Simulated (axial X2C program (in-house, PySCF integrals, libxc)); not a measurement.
## Ω levels of OPrO⁻ from open-shell CI on f(δφ)1 s1 f(π)0

Calculated with an axial X2C code built on PySCF integrals: two-component X2C with atomic mean-field Coulomb and Gaunt terms, basis O dyall-v2z, Pr dyall-v2z (cores contracted in-house). Orbitals come from Hartree–Fock averaged over the configuration Pr f(δφ)1 s1 f(π)0; CI then distributes these electrons over the f(δφ), s, f(π) shells of Pr.

O–Pr–O held linear, both bonds 1.816 Å (near the minimum of the configuration average).

Active spinors (ω > 0):

```json
{"shell": "f(δφ)", "ω": "3/2", "ε (eV)": "10.74", "character": "100% Pr f"}
{"shell": "f(δφ)", "ω": "5/2", "ε (eV)": "10.84", "character": "100% Pr f"}
{"shell": "f(δφ)", "ω": "5/2", "ε (eV)": "11.09", "character": "100% Pr f"}
{"shell": "f(δφ)", "ω": "7/2", "ε (eV)": "11.24", "character": "100% Pr f"}
{"shell": "s", "ω": "1/2", "ε (eV)": "2.28", "character": "86% Pr s, 12% Pr d"}
{"shell": "f(π)", "ω": "1/2", "ε (eV)": "13.51", "character": "92% Pr f"}
{"shell": "f(π)", "ω": "3/2", "ε (eV)": "13.52", "character": "93% Pr f"}
```

Lowest levels of this model:

```tsv
Ω	energy (cm⁻¹)	g∥	configuration
2	0	2.14	100% f(δφ)1 s1
3	85	6.16	100% f(δφ)1 s1
1	1794	0.02	100% f(δφ)1 s1
2	1898	4.03	100% f(δφ)1 s1
4	2514	10.00	100% f(δφ)1 s1
3	2624	6.00	100% f(δφ)1 s1
3	3717	7.85	100% f(δφ)1 s1
2	3821	3.86	100% f(δφ)1 s1
0	28005	0.00	100% s1 f(π)1
0	28019	0.00	100% s1 f(π)1
```

g∥ is the magnitude of 2⟨Lz + ge Sz⟩ for the +Ω component.

**Question.** From Ω and g∥ of the lowest level, whose 2⟨Lz + ge Sz⟩ is positive, find ⟨Sz⟩ and ⟨Lz⟩ (ge = 2.0023).

**Answer.** Ω = ⟨Lz⟩ + ⟨Sz⟩ = 2 and ⟨Lz⟩ + ge⟨Sz⟩ = 1.070, so ⟨Sz⟩ = -0.93 and ⟨Lz⟩ = 2.93.

Occupations of the active spinors in the lowest level by ω, shell by shell in order of energy: -7/2: 0.00; -5/2: 0.00 0.00; -3/2: 0.00 0.00; -1/2: 1.00 0.00; 1/2: 0.00 0.00; 3/2: 0.00 0.00; 5/2: 0.54 0.46; 7/2: 0.00. The leading determinant has weight 0.54 among 10.

This point took 1.3 s on 1 thread of Arm Neoverse V1, on a shared host.

Dynamic correlation is missing, so gaps between terms are too wide and other configurations may lie lower; the lowest level listed is that of this model, not necessarily the ground state. At most 6 roots were kept for each Ω > 0 (twice that for Ω = 0) within 3.5 eV of the lowest, so higher up levels can be missing between those listed; levels with Ω > 0 are doubly degenerate and listed once, Ω = 0 levels singly. States that fill the shells left empty in the average are placed too high. For an anion, levels above electron detachment are held by the basis set. The molecule was held linear; bending was not examined.
